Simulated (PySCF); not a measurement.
Te(H)(NH2) (H3NTe), SMILES N[TeH].

Geometry: B3LYP-D3(BJ)/def2-TZVP. The def2 effective core potentials stand for the cores of Te; spin–orbit coupling is left out.

Level of theory: PySCF with B3LYP-D3(BJ)/def2-TZVP.

Frequencies are harmonic and unscaled.

```
mode  ν (cm⁻¹)  IR (km/mol)  Raman (Å⁴/amu)  depolarisation  moving atoms (share of kinetic energy)
----  --------  -----------  --------------  --------------  --------------------------------------
1          403         26.0             7.8            0.75                                  H 97 %
2          517         77.4            25.5            0.26                  N 73 %, H 18 %, Te 9 %
3          668         17.1            28.8            0.55                           H 90 %, N 9 %
4          789         59.3             5.0            0.51                          H 81 %, N 16 %
5          963          2.2             0.2            0.75                                  H 94 %
6         1576         20.0             3.6            0.57                                  H 92 %
7         2033        104.9           216.8            0.29                                  H 99 %
8         3500         10.5           127.8            0.11                                  H 96 %
9         3599         23.0            47.6            0.75                           H 91 %, N 9 %
```
